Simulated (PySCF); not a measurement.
Ionisation of 4-fluoroanisole

System: 4-fluoroanisole, `COc1ccc(F)cc1` (C7H7FO). Numbering: `[CH3:1][O:2][c:3]1[cH:4][cH:5][c:6]([F:7])[cH:8][cH:9]1` These are map numbers, not IUPAC locants.

Computed at ωB97X-D3(BJ)/ma-def2-SVP // PBE0-D3(BJ)/def2-SVP with PySCF (density fitting, grid level 2). ωB97X-D3(BJ) is ωB97X-V with D3(BJ) in place of VV10. Thermal corrections: PBE0-D3(BJ)/def2-SVP frequencies, unscaled, ideal gas at 298.15 K and 1 bar, quasi-RRHO entropy.

Frontier levels of the parent: HOMO -8.68 eV, LUMO 1.36 eV.

Oxidation to the radical cation:
| Property | Result |
| --- | --- |
| Vertical ionisation energy (electronic) | 8.49 eV |
| Adiabatic ionisation energy (with zero-point energy) | 8.21 eV |
| Adiabatic, electronic part | 8.22 eV |
| Vertical gap at the product's structure | 7.92 eV |
| Inner reorganisation energy (four-point) | 572 meV |
| Relaxation of product / of parent | 276 / 296 meV |
| ⟨S²⟩ of the product | 0.773 |
| Largest spin populations | C6 0.33, O2 0.22, C3 0.18, C4 0.16 |
| Largest changes of atomic charge | O2 0.15, C6 0.14, C3 0.11, F7 0.11 |
| Distances that move most (Å) | O2–C3 1.350 → 1.296; C6–F7 1.335 → 1.294; C3–C4 1.402 → 1.436; C1–O2 1.398 → 1.431 |
| Potential in dichloromethane | 6.31 V absolute (solvation -18 → -199 kJ/mol) |

Solvents are IEF-PCM continua (electrostatics only, gas-phase structures); absolute potentials refer to an electron at rest in vacuum.

Measured values (NIST Chemistry WebBook, evaluated or the median of agreeing entries): adiabatic ionisation energy 8.26 eV (computed 8.21, difference -0.05).

Caveats: ma-def2-SVP is a small basis, whose errors can reach tens of kJ/mol.

Structures, frequencies and single points took 47 min of wall time on 1 thread of Arm Neoverse V2 (shared host), launched as `OMP_NUM_THREADS=1 python redox_run.py task.json out`.
